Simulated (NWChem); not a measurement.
A series in which one site is exchanged, each optimised at PBE0/def2-SVP with NWChem, gas phase unless a solvent is named. All stand in one matching conformer (torsions within 35°), which need not be the lowest. For some, no frequency run checked for a minimum. def2 effective core potentials on I; no spin-orbit coupling.

A: [Si](O)(O)(I)O (SiH$_{3}$O$_{3}$I; site = I)
B: O[Si](O)(O)Cl (SiH$_{3}$O$_{3}$Cl; site = Cl)
C: F[Si](O)(O)O (SiH₃O₃F; site = F)

Task: Rank them by dipole (D), PBE0/def2-SVP, lowest first.

Result: A (0.32), C (0.47), B (0.57)
